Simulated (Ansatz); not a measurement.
**Ligand exchange: C3H8O + SiH3(SeH) → C2H8OSi + SeH(CH3)**

Species: C3H8O (methoxyethane) `CCOC`, singlet; SiH3(SeH), singlet; C2H8OSi `CCO[SiH3]`, singlet; SeH(CH3), singlet. The partners trade CH3 for SiH3: O–CH3 and Se–SiH3 bonds give way to O–SiH3 and Se–CH3.

Shapes, held fixed at every level: PBE0-D4/def2-TZVP. Flexible molecules stand in one conformer, not always the lowest. Programs: Ansatz 0.2.0. The zero-point and thermal change to 298 K, harmonic and unscaled (PBE0-D4/def2-TZVP), is -1.3 kJ/mol.

```tsv
level	kind	ΔH(298 K) (kJ/mol)	less CCSD(T)/def2-TZVPP
HF/def2-SVP	Hartree–Fock	-45.5	+18.0
PBE-D4/def2-TZVPP	GGA	-48.6	+14.9
B3LYP-D4/def2-TZVPP	global hybrid	-61.3	+2.2
B2PLYP/def2-TZVPP	double hybrid	-64.0	-0.5
CCSD/def2-SVP	coupled cluster or CI	-42.8	+20.7
CCSD/def2-TZVPP	coupled cluster or CI	-64.3	-0.8
CCSD(T)/def2-TZVPP	coupled cluster or CI	-63.5	0.0
```

The highest level, CCSD(T)/def2-TZVPP, gives ΔH(298 K) = -63.5 kJ/mol; the levels span -64.3 to -42.8. The column of differences is taken from that level and isn't an error. No measured value is set beside it here. Relativity is left out for Se. Outer-core shells of Se are correlated in most correlated rows, in sets that cover them unevenly.
